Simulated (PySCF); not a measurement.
C3H9Si (SMILES [CH2][SiH](C)C), doublet, geometry from GFN2-xTB. Base run: R2SCAN/STO-3G in PySCF.

The PySCF input:
```python
from pyscf import gto, scf, dft

mol = gto.M(
    atom='''
C    -0.133525    1.762361    0.404371
Si   -0.042965    0.087188   -0.371673
C    -1.452817   -1.006719    0.294462
C     1.646979   -0.704550    0.005935
H    -1.062586    2.216666    0.701028
H     0.736105    2.370820    0.580476
H    -0.191120    0.181384   -1.841249
H    -1.444976   -1.987821   -0.170929
H    -2.419543   -0.556183    0.092633
H    -1.375102   -1.151291    1.368154
H     2.456588   -0.078594   -0.356052
H     1.744663   -1.674799   -0.471899
H     1.793658   -0.847364    1.072658
''',
    basis='sto-3g',
    charge=0,
    spin=1,
    verbose=3,
)

mf = dft.UKS(mol)
mf.xc = 'r2scan'
mf.kernel()
```

Each row names what was changed in the base input (with any setting that the change needs).

```tsv
change	E (Eh)	HOMO (eV)	dipole (D)	<S^2>	core-seconds (rough)
base	-404.33569	-3.25	0.07	0.757	9
functional = m06l	-404.36422	-2.95	0.01	0.759	6
functional = pbe0	-404.16924	-4.33	0.06	0.755	4
functional = tpss	-404.48846	-2.96	0.03	0.755	10
functional = pbe0; dispersion = d3bjm	-404.18258	-4.33	0.06	0.755	5
functional = b3lyp5	-404.28178	-3.90	0.05	0.754	7
functional = pw91,pw91	-404.31422	-2.67	0.07	0.754	4
functional = b97-1	-404.37296	-3.94	0.05	0.755	6
functional = b97m_v	-404.40114	-2.92	0.17	0.756	200
functional = o3lyp	-404.41540	-3.40	0.06	0.755	5
functional = bp86	-404.42768	-2.67	0.07	0.754	4
functional = pw6b95	-404.83277	-4.41	0.05	0.755	5
functional = pbe; dispersion = d3zero	-404.08119	-2.58	0.07	0.754	5
```

Absolute energies of different levels of theory aren't comparable as measures of quality.

Open shells are given as the SCF converged; they aren't shown to be the lowest states, and a large step between rows can be another state.
